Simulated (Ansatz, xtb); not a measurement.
## Relative energy of two isomers of C3H7ClOSi

Structure a: `C[Si](C)(Cl)C=O`, a singlet. Structure b: `C[Si@@H](Cl)CC=O`, a singlet. Both are isolated molecules in the gas phase, relaxed with PBE-D3(BJ)/def2-SVP; the shapes shown needn't be the lowest conformers.

a (Å):

```xyz
13

C    -0.9714    1.7362    0.0712
C     1.5947    0.6570   -1.3434
C    -1.1052   -0.7994   -1.6842
Cl    0.4094   -0.9884    1.2107
O    -1.4422   -0.2617   -2.7281
Si   -0.0011    0.2189   -0.4577
H    -1.8552    1.4560    0.6772
H    -1.3213    2.2735   -0.8342
H    -0.3391    2.4219    0.6700
H     1.3474    1.1438   -2.3092
H     2.1997   -0.2475   -1.5506
H     2.2054    1.3563   -0.7380
H    -1.4335   -1.8633   -1.4468
```

b (Å):

```xyz
13

C     0.5768   -2.1235    0.1444
C     0.1676    0.9254    0.3361
C     1.5326    1.1895    0.9059
Cl   -1.5866   -0.6959   -1.8381
O     2.0561    0.5213    1.7802
Si    0.2521   -0.5728   -0.8494
H     0.8149   -2.9885   -0.5049
H    -0.3113   -2.3754    0.7580
H     1.4268   -1.9313    0.8315
H     1.3030   -0.3258   -1.8931
H    -0.5315    0.6203    1.1430
H    -0.2350    1.8025   -0.2081
H     2.0906    2.0508    0.4254
```

Quicker runs give these differences E(b) − E(a): GFN2-xTB −18.19 kcal/mol; HF/STO-3G +6.84 kcal/mol (at GFN2-xTB geometries); r2SCAN-D4/def2-SVP −2.52 kcal/mol (at GFN2-xTB geometries).

Task: Estimate which is lower in electronic energy at CCSD(T)/def2-SVP + ΔMP2/def2-TZVPP, and by roughly how much.

Result: Too close to call at this level: CCSD(T)/def2-SVP + ΔMP2/def2-TZVPP gives E(b) − E(a) = −1.09 kcal/mol.

The same difference at several levels:

```json
{"level": "GFN2-xTB", "geometry": "GFN2-xTB", "E(b) − E(a) (kcal/mol)": "−18.19", "departure from the last row (kcal/mol)": "−17.10", "job, with rough time for the two": "optimisation, 0.14 s"}
{"level": "HF/STO-3G", "geometry": "GFN2-xTB", "E(b) − E(a) (kcal/mol)": "+6.84", "departure from the last row (kcal/mol)": "+7.92", "job, with rough time for the two": "single point, 0.42 s"}
{"level": "r2SCAN-D4/def2-SVP", "geometry": "GFN2-xTB", "E(b) − E(a) (kcal/mol)": "−2.52", "departure from the last row (kcal/mol)": "−1.43", "job, with rough time for the two": "single point, 4.7 s"}
{"level": "PBE-D3(BJ)/def2-SVP", "geometry": "PBE-D3(BJ)/def2-SVP", "E(b) − E(a) (kcal/mol)": "−2.14", "departure from the last row (kcal/mol)": "−1.05", "job, with rough time for the two": "optimisation, 48 s"}
{"level": "HF/def2-SVP", "geometry": "PBE-D3(BJ)/def2-SVP", "E(b) − E(a) (kcal/mol)": "−2.83", "departure from the last row (kcal/mol)": "−1.74", "job, with rough time for the two": "part of the CCSD(T) run"}
{"level": "MP2/def2-SVP", "geometry": "PBE-D3(BJ)/def2-SVP", "E(b) − E(a) (kcal/mol)": "−2.60", "departure from the last row (kcal/mol)": "−1.51", "job, with rough time for the two": "part of the CCSD(T) run"}
{"level": "CCSD(T)/def2-SVP", "geometry": "PBE-D3(BJ)/def2-SVP", "E(b) − E(a) (kcal/mol)": "−2.29", "departure from the last row (kcal/mol)": "−1.20", "job, with rough time for the two": "single point"}
{"level": "CCSD(T)/def2-SVP + ΔMP2/def2-TZVPP", "geometry": "PBE-D3(BJ)/def2-SVP", "E(b) − E(a) (kcal/mol)": "−1.09", "departure from the last row (kcal/mol)": "", "job, with rough time for the two": "single point, 60 s"}
```

As drawn, b has 1 C–C, 1 Si–H in place of 1 C–Si, 1 C–H.

HF/STO-3G puts the two in the other order. The largest departure from CCSD(T)/def2-SVP + ΔMP2/def2-TZVPP is that of GFN2-xTB, 17.10 kcal/mol. The last row adds to CCSD(T) the change of the MP2 difference between the two basis sets, here +1.20 kcal/mol.

With thermal terms from frequencies at re-optimised GFN2-xTB minima (ideal gas, soft modes damped towards free rotors, one conformer each, 298.15 K, 1 atm): on the last row, ΔE + ΔZPE = −1.41, ΔH = −2.00, ΔG = −0.48 kcal/mol.

The correlated steps freeze 14 core orbitals. Mirror images aren't counted in ΔG. Codes used: Ansatz 0.2.0, xtb 6.7.1; the last row on 2 threads of Arm Neoverse V2 on a shared host.
